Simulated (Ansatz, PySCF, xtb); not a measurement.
Potential energy curve for Cr(O)2(Cl)2, SMILES [O]=[Cr](=[O])([Cl])[Cl]. The Cr1–Cl5 bond (Cr1 also carries Cl, O, O; Cl5 carries nothing else) is varied alone, starting from the PBE0/def2-TZVP optimised geometry. Each curve is given relative to its own lowest point near equilibrium.

| R / Å | A | B | C | D |
|---|---|---|---|---|
| 1.72 | 190.3 | 236.0 | 254.2 | 294.0 |
| 1.84 | 50.9 | 91.6 | 103.3 | 125.8 |
| 1.97 | 3.5 | 19.3 | 24.9 | 35.8 |
| 2.04 | 0.0 | 4.0 | 6.7 | 12.9 |
| 2.11 | 4.8 | 0.0 | 0.0 | 2.1 |
| 2.16 | 11.5 | 2.4 | 0.6 | 0.0 |
| 2.26 | 29.6 | 16.4 | 11.4 | 6.1 |
| 2.39 | 58.0 | 46.3 | 37.7 | 27.1 |
| 2.57 | 100.3 | 97.6 | 84.7 | 68.2 |
| 2.76 | 145.3 | 153.6 | 137.0 | 115.7 |
| 3.08 | 212.3 | 239.1 | 212.3 | 189.7 |
| 3.42 | 267.3 | 310.8 | 256.4 | 252.0 |
| 3.88 | 321.5 | 378.6 | 283.0 | 309.9 |
| 4.37 | 357.9 | 423.5 | 292.1 | 347.6 |
| 5.13 | — | 460.0 | 294.5 | 378.9 |
| 6.09 | — | 480.2 | 295.4 | 395.4 |

Energies in kJ/mol.

Question: Which curve belongs to which method? The methods are xtb 6.7.1 with GFN1-xTB; restricted B3LYP/LANL2DZ, with its core potentials past Ne (PySCF 2.14.0); restricted PBE0/def2-TZVP in Ansatz (an electronic-structure program); Ansatz with unrestricted B3LYP/def2-TZVP.

Answer: A is GFN1-xTB; B is RKS-PBE0; C is UKS-B3LYP; D is RKS-B3LYP/LANL2DZ.

A dash means that the run gave no value there, or that the column was ended at a point which the program doubted or which failed a test of continuity chosen for this set; such a test can also cut sound points.

The restricted form behind RKS-B3LYP/LANL2DZ, RKS-PBE0 keeps the bonding electrons paired and can't separate into open-shell fragments. The unrestricted determinant behind UKS-B3LYP is spin-contaminated at 3.08 to 6.09 Å (<S²> up to 1.0, against 0.00 for a pure singlet).
